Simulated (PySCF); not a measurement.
## C₆ coefficients of unlike pairs at PBE0

Calculated with PySCF 2.14 from the dipole response of each species, C₆(A,B) = (3/π) ∫ α_A(iu) α_B(iu) du, in atomic units, from isotropic polarisabilities. For ions this is the dispersion term alone; charge-induced terms of lower order in 1/R come first.

| species | configuration | basis | relativity | α (bohr³) | C₆ (like pair) |
| --- | --- | --- | --- | --- | --- |
| N³⁺ | [He] 2s2 (1S) | dyall-acv3z (15s9p4d2f) | none | 2.126 | 2.109 |
| Cr²⁺ | [Ar] 3d4 (5D) | aug-cc-pwCVTZ-DK (10s9p7d4f3g) | spin-free X2C | 4.288 | 12.85 |
| F⁺ | [He] 2s2 2p4 (3P) | aug-cc-pwCVTZ (7s6p4d2f) | none | 1.823 | 3.419 |
| Be⁺ | [He] 2s1 (2S) | aug-cc-pCVDZ (5s4p2d) | none | 22.16 | 59.34 |

**Question.** Estimate C₆ for F⁺ with N³⁺.

**Answer.** The integral gives 2.512. The combination rule 2 C_A C_B / (C_A α_B/α_A + C_B α_A/α_B) gives 2.488 and the geometric mean 2.685.

No spin-orbit coupling is included.

The other pairs:

```csv
pair,C₆
"F⁺, Cr²⁺",6.586
"Be⁺, Cr²⁺",19.40
"Be⁺, N³⁺",9.110
"Cr²⁺, N³⁺",5.035
"Be⁺, F⁺",8.904
```
